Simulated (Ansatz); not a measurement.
System: dibromo(dimethyl)silane, C$_{2}$H$_{6}$Br$_{2}$Si, charge 0, multiplicity 1. 
Structure (B3LYP-D3(BJ)/def2-TZVP (Ansatz, an electronic-structure program) minimum search):
```
Si
C 1 1.8571
H 2 1.0898 1 110.74
H 2 1.0918 3 108.57 1 -120.91
H 2 1.0918 3 108.57 4 -118.19
C 1 1.8571 2 114.19 3 180.00
H 6 1.0898 1 110.74 2 180.00
H 6 1.0918 7 108.57 1 -120.91
H 6 1.0918 7 108.57 8 -118.19
Br 1 2.2416 2 108.53 3 58.80
Br 1 2.2416 2 108.53 3 -58.80
```

Wanted: vertical ionisation energy (to the doublet state of charge +1; each state is the SCF solution reached for its spin; for the doublet the Hartree-Fock reference is unstable and T1 is 0.015), in eV. Cores are frozen in the correlated levels unless marked. Open shells are spin-unrestricted. Spin-orbit coupling is left out. Frozen are the shells of the preceding noble gas and the d and f shells that filled before the atom's block. Non-relativistic.  The program attaches cautions to a run behind CCSD/def2-SVPD: other roots. The program attaches cautions to a run behind CCSD/def2-TZVPPD: other roots. The program attaches cautions to a run behind CCSD/def2-QZVPPD: other roots. The program attaches cautions to a run behind CCSD(T)/def2-SVPD: other roots. The program attaches cautions to a run behind CCSD(T)/def2-TZVPPD: other roots. The program attaches cautions to a run behind CCSD(T)/def2-QZVPPD: other roots.

```csv
level,program,vertical ionisation energy (eV)
RI-HF/def2-TZVPPD,Ansatz,9.83
RI-HF/def2-QZVPPD,Ansatz,9.82
SVWN5/def2-TZVPD,Ansatz,9.78
PBE/def2-TZVPD,Ansatz,9.61
r2SCAN/def2-TZVPD,Ansatz,9.86
B3LYP/def2-TZVPD,Ansatz,10.03
PBE0/def2-TZVPD,Ansatz,10.09
BHLYP/def2-TZVPD,Ansatz,10.38
CAM-B3LYP/def2-TZVPD,Ansatz,10.42
wB97M-V/def2-TZVPD,Ansatz,10.49
wB97X-V/def2-TZVPD,Ansatz,10.56
B2PLYP/def2-TZVPD,Ansatz,10.29
RI-MP2/def2-TZVPPD,Ansatz,10.77
RI-MP2/def2-QZVPPD,Ansatz,10.87
CCSD/def2-SVPD,Ansatz,10.41
CCSD/def2-TZVPPD,Ansatz,10.51
CCSD/def2-QZVPPD,Ansatz,10.62
CCSD(T)/def2-SVPD,Ansatz,10.36
CCSD(T)/def2-TZVPPD,Ansatz,10.46
CCSD(T)/def2-QZVPPD,Ansatz,10.58
```
